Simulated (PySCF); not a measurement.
Constitutional and geometric isomers with formula C2H6OS. All species are isolated molecules in the gas phase. One relaxed conformer stands for each flexible species; it need not be the lowest. Strings in code marks are SMILES.

The T1 excitation (TDA) from two functionals at the same geometries (PBE0-D3(BJ)/def2-TZVP), both in PySCF: PBE-D3(BJ)/def2-TZVP and M06-2X/def2-TZVP. Excitations are Tamm–Dancoff values on a coarser integration grid. The basis has no diffuse functions, so Rydberg states are missing or too high.

| species | PBE-D3(BJ)/def2-TZVP (eV) | M06-2X/def2-TZVP (eV) |
|---|---|---|
| `CSCO` (C–S–C–O torsion -65°, S–C–O–H torsion -54°) | 5.00 | 5.30 |
| `COCS` (C–O–C–S torsion -69°, O–C–S–H torsion -68°) | 5.11 | 5.32 |
| `C[C@@H](O)S` (S–C–O–H torsion 47°, O–C–S–H torsion 66°) | 4.93 | 5.21 |

Over these rows, drawn at random from the members with no instability flagged (it was tested for open shells, ions and some series alone), PBE minus M06-2X: mean -0.26 eV, from -0.30 eV to -0.21 eV.
